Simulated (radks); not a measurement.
The calcium ion Ca+, [Ar] 4s1. Method: non-relativistic Kohn-Sham, PBE, spin-polarised, spherical densities, point nucleus; computed with a radial shooting solver on a logarithmic mesh with Libxc functionals. Every spin shell is full or empty, so the densities are truly spherical. Functionals are evaluated on that one density, not self-consistently. Rank these exchange functionals by their error against the exact value of the orbitals, and give that value: LDA, RPBE, SOGGA, EV93, revTPSS, SCAN, TASK, MVS.

Answer. Exact: -35.0803 hartree. From best to worst, with 100 (|E| - |E exact|)/|E exact| (equal figures are ties): RPBE -0.05, MVS -0.20, SCAN +0.28, revTPSS -0.56, EV93 +0.86, TASK -3.00, SOGGA -3.31, LDA -7.39.
